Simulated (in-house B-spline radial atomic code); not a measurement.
Orbital energies and mean radii along the 22-electron series, configuration [Ar] 3d4. The effective charge is n√(-2ε), a non-relativistic measure. Computed with an all-electron radial atomic-structure program (B-spline basis): Dirac-Hartree-Fock, average of the configuration, finite nuclei.

```
  ion   Z  energy of 2p3/2 (Eh)  mean radius of 2p3/2 (bohr)  energy of 2p1/2 (Eh)  mean radius of 2p1/2 (bohr)  energy of 2s1/2 (Eh)  mean radius of 2s1/2 (bohr)  effective charge of 2p3/2
Gd42+  64               -352.54                     0.083575                -378.5                     0.076938               -394.31                     0.092016                     53.106
Tb43+  65               -366.04                     0.082134               -393.89                     0.075391               -410.07                     0.090248                     54.114
Dy44+  66                     ?                            ?                     ?                            ?                     ?                            ?                          ?
Ho45+  67               -393.84                      0.07939               -425.79                      0.07243               -442.72                     0.086864                     56.131
Er46+  68               -408.13                     0.078082               -442.32                     0.071012               -459.62                     0.085244                     57.141
Tm47+  69               -422.68                     0.076813               -459.23                     0.069634               -476.92                     0.083669                      58.15
Yb48+  70                -437.5                     0.075583               -476.53                     0.068293               -494.61                     0.082136                     59.161
Lu49+  71                     ?                            ?                     ?                            ?                     ?                            ?                          ?
Hf50+  72                     ?                            ?                     ?                            ?                     ?                            ?                          ?
Ta51+  73               -483.53                     0.072105               -530.87                     0.064476               -550.16                     0.077774                     62.195
```

Fill in the row of Dy44+.

energy of 2p3/2 (Eh): -379.81; mean radius of 2p3/2 (bohr): 0.08074; energy of 2p1/2 (Eh): -409.65; mean radius of 2p1/2 (bohr): 0.073888; energy of 2s1/2 (Eh): -426.2; mean radius of 2s1/2 (bohr): 0.088532; effective charge of 2p3/2: 55.122.

Fill in the row of Lu49+.

energy of 2p3/2 (Eh): -452.58; mean radius of 2p3/2 (bohr): 0.074389; energy of 2p1/2 (Eh): -494.23; mean radius of 2p1/2 (bohr): 0.066987; energy of 2s1/2 (Eh): -512.71; mean radius of 2s1/2 (bohr): 0.080644; effective charge of 2p3/2: 60.172.

Fill in the row of Hf50+.

energy of 2p3/2 (Eh): -467.93; mean radius of 2p3/2 (bohr): 0.07323; energy of 2p1/2 (Eh): -512.35; mean radius of 2p1/2 (bohr): 0.065716; energy of 2s1/2 (Eh): -531.23; mean radius of 2s1/2 (bohr): 0.079191; effective charge of 2p3/2: 61.183.

How does the screening of 2p3/2 change?

Z less the effective charge goes from 10.89 at Z = 64 to 10.80 at Z = 73.
